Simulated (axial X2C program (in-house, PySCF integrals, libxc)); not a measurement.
# Low determinants of Sc

Computed with an in-house all-electron X2C program for linear molecules (integrals from PySCF), basis dyall-cv3z (cores contracted in-house), spin-free (one-electron X2C) and two-component (2c, atomic mean-field Coulomb and Gaunt terms). Energies in eV from the lowest row of each column (rows without correlated energies are left out; n/a marks j-coupled starts, which PBE0 does not hold); electrons by l are Mulliken totals of the Hartree–Fock solution, and PBE0 can relax to another configuration under the same block occupation. Coupled cluster uses truncated natural virtuals with an MP2 remainder. Frozen shells in the correlated columns: 2 s, 1 p.

The low spin-free determinants:

```json
{"electrons by l": "s8 p12 d1", "M_S, M_L": "1/2, 2", "HF": "0.06", "MP2": "0.00", "CCSD(T)": "0.00", "PBE0": "0.14"}
{"electrons by l": "s8 p12 d1", "M_S, M_L": "1/2, 0", "HF": "0.00", "MP2": "0.04", "CCSD(T)": "0.00", "PBE0": "0.00"}
{"electrons by l": "s8 p12 d1", "M_S, M_L": "1/2, 1", "HF": "0.06", "MP2": "0.04", "CCSD(T)": "0.01", "PBE0": "0.06"}
```

And the two-component ones:

```
electrons by l  2M_J    HF   MP2  CCSD(T)  PBE0
     s8 p12 d1     3  0.04  0.00     0.00  0.13
     s8 p12 d1     1  0.00  0.03     0.01  0.00
     s8 p12 d1     5  0.07  0.00     0.02  0.15
     s8 p12 d1     3  0.07  0.04     0.02  0.06
```

Ground level as tabulated from the NIST Atomic Spectra Database (leading term): 2S+1 = 2, L = 2, J = 3/2.

Spin-free rows of one term, and 2c rows of one J level, should be degenerate; broken spherical symmetry, the missing current term of PBE0 and determinants that mix terms or J levels spread them. The search is wide but not exhaustive and can miss a configuration; gaps between s and d configurations can be off by some tenths of an eV with this basis and core.

The run took 3 min on 1 thread of Intel(R) Xeon(R) Processor @ 2.30GHz (shared host).
